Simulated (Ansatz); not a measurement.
Geometry optimisation, Ansatz 0.2.0, UKS PBE-D4/6-31G.

input.yaml

```yaml
crystal:
  periodic: [false, false, false]
  atoms:
    - { symbol: O, position_ang: [1.9885, 0.2091, 0.6043] }
    - { symbol: B, position_ang: [0.7503, -0.5926, 0.4795] }
    - { symbol: F, position_ang: [0.6374, -1.8203, 1.2155] }
    - { symbol: Si, position_ang: [-0.646, -0.035, -0.6613] }
    - { symbol: F, position_ang: [-0.1759, 0.0881, -2.2657] }
    - { symbol: S, position_ang: [-1.4771, 1.864, 0.0096] }
    - { symbol: H, position_ang: [2.5721, -0.0671, -0.1177] }
    - { symbol: H, position_ang: [-1.7884, 2.67875, -1.05983] }
    - { symbol: H, position_ang: [-1.8101, 1.3432, 1.3158] }
magnetization:
  spin_polarized: true
basis:
  gaussian: { orbitals: "6-31G" }
hamiltonian:
  xc: pbe
  dispersion: d4
relax:
  f_tol: 0.02
  max_steps: 50
```

Command:

```bash
$ ansatz run input.yaml --threads 2 --pin off --max-ram 3072MiB --backend cpu --events-out ev --progress --plain --runs-dir out
```

**Question.** Where does it end, and by what steps?

**Answer.** It converged. Limits of this set-up: no polarisation functions. After 19 steps the energy has fallen by 3.763 eV; H8 moved furthest, 1.08 Å. Parted: Si4–S6.

```tsv
step	energy less start (eV)	largest force component (eV/Å)	accepted
0	0.0000	3.227	yes
1	-0.7546	2.195	yes
2	-1.1946	1.154	yes
3	-1.6465	2.197	yes
4	-2.3542	2.104	yes
5	-2.9502	1.832	yes
6	-3.2469	2.428	yes
7	-3.3614	1.464	yes
8	-3.5178	0.956	yes
9	-3.6522	0.440	yes
10	-3.6907	0.859	yes
11	-3.7240	0.640	yes
12	-3.7418	0.652	yes
13	-3.7511	0.572	yes
14	-3.7585	0.319	yes
15	-3.7614	0.146	yes
16	-3.7627	0.068	yes
17	-3.7630	0.057	yes
18	-3.7631	0.041	yes
19	-3.7632	0.017	yes
```

```xyz
9
Properties=species:S:1:pos:R:3
O 1.767 0.063 0.302
B 0.595 -0.637 0.479
F 0.330 -1.150 1.736
Si -0.685 -0.733 -1.209
F 0.512 0.385 -1.979
S -1.892 1.476 -0.018
H 1.806 0.407 -0.637
H -0.939 2.389 -0.453
H -1.445 1.466 1.299
```

Whether the end is a true minimum wasn't checked by a vibrational analysis.

Run time: 73 s on 2 threads of Arm Neoverse V1, on a shared host, peak memory 0.22 GiB.
